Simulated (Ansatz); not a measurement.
Ansatz (an electronic-structure program) input:

Ansatz 0.2 input:
```yaml
crystal:
  periodic: [false, false, false]
  atoms:
    - {symbol: Ta, position_ang: [-0.00000000, -0.00000000, -0.13332908]}
    - {symbol: C, position_ang: [0.00000000, 0.00000000, 1.62217045]}
basis:
  gaussian:
    orbitals: def2-SVP
magnetization: {spin_polarized: true, initial_magnetization: 1}
correlation: {method: ccsd_t, electrons: outside_noble_gas}
```

Q: Predict the final energy.

A: -94.23056 Eh (CCSD(T)/def2-SVP). The basis has 46 functions.

The spin state was set by rule; other spins were not relaxed.

The determinant is spin-contaminated: <S^2> is 2.03 against 0.75 for a pure state.
